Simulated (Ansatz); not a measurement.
A structure relaxed at r2SCAN-D4/def2-SVP in Ansatz, charge 1, singlet:

Cartesian coordinates in Å:
```
Au -0.5108 1.7995 2.0267
Sn 1.1177 0.7669 -2.0301
Sn -0.2372 -2.0535 -1.9937
Sn -1.4064 -0.2629 0.2809
Sn -1.9691 0.5872 -2.4046
Sn -0.6245 -2.9187 1.0468
Sn 1.9647 -1.4417 0.1438
Sn 0.5093 -0.7513 2.7609
Sn 1.9757 1.5623 0.8177
Sn -0.8194 2.7121 -0.6483
```

Q: Give its formula and point group.

A: Sn9Au⁺ (the lowest singlet isomer of a short search). Point group Cs (tolerance 0.1 Å).

Q: Summarise the bond lengths by kind (pairs closer than 1.2 times the sum of covalent radii, bridged metal pairs left out).

A: 18 × Sn–Sn 2.87 to 3.21 Å; 4 × Au–Sn 2.77 to 2.85 Å. The metal has 4 neighbours: Sn 2.85 Å, Sn 2.84 Å, Sn 2.77 Å, Sn 2.84 Å.

In the def2 sets Au, Sn take a core potential; there is no spin–orbit coupling. The structure comes from a short search, and lower isomers may exist.
